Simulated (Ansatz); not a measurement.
`C[O][Al]([F])[Br]` + H₂ → `C[O][AlH][F]` + HBr at 600 K and 1 bar (hydrogenolysis of the Al–Br bond).

Calculated with Ansatz (gas phase, PBE0-D4/def2-TZVP geometries, no zero-point term in ΔE). CCSD(T)/CBS is the MP2 limit (def2-TZVPP, def2-QZVPP) plus CCSD(T) − MP2 in def2-TZVPP, frozen cores. This one scheme is used for every species. For Br outer-core shells are correlated without core-valence functions, which leaves a few kJ/mol of doubt a bond. Scalar relativity is left out up to krypton. One conformer a species, not always the lowest.

```
            species  CCSD(T)/CBS energy (Eh)  H − E (kJ/mol)  S (J/(mol·K))
`C[O][Al]([F])[Br]`              -3030.35080           176.3          445.5
                 H₂                 -1.17544            43.9          150.8
     `C[O][AlH][F]`               -457.55503           184.3          393.8
                HBr              -2573.91920            33.5          219.1
```

H − E and S are ideal-gas, rigid-rotor, harmonic terms from PBE0-D4/def2-TZVP, for one conformer and one mirror image of each species. The MP2-based limit puts H₂ 0.8 mEh under its directly extrapolated value; such offsets cancel only in part. 1 Eh = 2625.50 kJ/mol, R = 8.31446 J/(mol·K).

Q: By hand: ΔE, ΔH, ΔS and ΔG.

A: ΔE = (-457.55503) + (-2573.91920) − (-3030.35080) − (-1.17544) = 0.05201 Eh = 136.6 kJ/mol. Δ(H − E) = 184.3 + 33.5 − 176.3 − 43.9 = -2.4, so ΔH = 134.2 kJ/mol. ΔS = 393.8 + 219.1 − 445.5 − 150.8 = 16.6 J/(mol·K). ΔG = 134.2 − 600 × (16.6)/1000 = 124.2 kJ/mol.

Q: By hand: the equilibrium constant, and the temperature at which ΔG would vanish if ΔH and ΔS stayed fixed.

A: log₁₀ K = −ΔG/(RT ln 10) = -10.8. ΔG = 0 at ΔH/ΔS = 8084 K, far beyond where these terms or the molecules hold.

ΔH outweighs TΔS. A doubt of 5 kJ/mol in ΔE shifts log₁₀ K by 0.4 here. Other conformers and mirror images would add mixing entropy, several J/(mol·K) or more a flexible species. These are equilibria of isolated gas molecules and say nothing of rates. Largest T1 diagnostic: 0.013 (customary marks: 0.02 for closed shells, 0.045 for open ones).
